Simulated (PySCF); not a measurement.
**Löwdin shares of the frontier orbitals**

Compound: C3H9FO2Si2.
Z-matrix (Å and degrees, GFN2-xTB geometry), rows numbered from 1:
```
F 
C   1  1.3867
C   2  1.5275  1  108.08
Si  3  1.9091  2  102.38  1   -87.21
C   4  1.9235  3   90.71  2   -13.70
O   5  1.3895  4  107.35  3   113.13
Si  6  1.6326  5  126.92  4  -158.19
O   2  1.3758  1  110.13  3  -123.03
H   2  1.0981  1  105.32  3   122.12
H   3  1.0870  2  109.10  1    35.83
H   3  1.0888  2  108.89  1   153.55
H   4  1.4565  3  114.27  2    98.79
H   4  1.4629  3  111.42  2  -128.42
H   5  1.0969  4  117.63  3  -123.58
H   7  1.4590  6  113.03  5    63.89
H   7  1.4562  6   97.36  5  -176.44
H   7  1.4677  6  109.85  5   -58.02
```

Computed with TDDFT CAM-B3LYP/def2-SVPD, vertical, gas phase, core orbitals frozen in the response (PySCF).

Kohn–Sham orbitals with the atoms that hold most of them (Löwdin shares over 4%, at most four atoms; ? is withheld):

```tsv
orbital	ε (eV)	atoms
HOMO-3	-10.73	C3 20%, Si4 18%, C2 9%, O8 8%
HOMO-2	-10.40	O8 40%, O6 18%, Si7 9%, H16 8%
HOMO-1	-9.92	?
HOMO	-9.21	O6 32%, C5 20%, Si4 13%, O8 8%
LUMO	1.04	?
LUMO+1	1.11	Si4 33%, H13 11%, H12 10%, C5 8%
LUMO+2	1.42	Si7 43%, H17 12%, H15 12%, H16 10%
```

Task: Which atoms hold the LUMO, and with what shares?

Result: Si4 (bonded to 2 C and 2 H) 23%; C3 (bonded to C, Si and 2 H) 10%; H11 (bonded to C) 9%; O8 (bonded to 2 C) 9%.

Task: Which atoms hold the HOMO-1, and with what shares?

Result: O6 (bonded to C and Si) 30%; Si7 (bonded to O and 3 H) 15%; H15 (bonded to Si) 13%; O8 (bonded to 2 C) 8%. By element: oxygen 38%, silicon 15% or more, hydrogen 13% or more.

Task: How does S1 compare with the orbital gap of 10.24 eV?

Result: S1 is at 7.21 eV (f = 0.016), 3.03 eV below the gap, made of HOMO→LUMO+1 (60%), HOMO→LUMO (17%), HOMO→LUMO+2 (12%). Its leading pair isn't HOMO and LUMO; the energies of that pair differ by 10.32 eV. 

Next come S2 at 7.35 eV (f 0.026), HOMO→LUMO (59%), HOMO→LUMO+1 (13%), HOMO→LUMO+3 (10%); S3 at 7.62 eV (f 0.051), HOMO→LUMO+2 (38%), HOMO→LUMO+1 (16%), HOMO→LUMO+4 (14%); S4 at 7.91 eV (f 0.029), HOMO-1→LUMO+2 (24%), HOMO-1→LUMO (14%), HOMO→LUMO+2 (10%); S5 at 8.14 eV (f 0.028), HOMO→LUMO+3 (24%), HOMO-1→LUMO+1 (14%), HOMO→LUMO+5 (13%).

One conformer stands for the species.

Without π bonds the low states are Rydberg-like; a valence basis with one diffuse set may place them up to an eV too high.
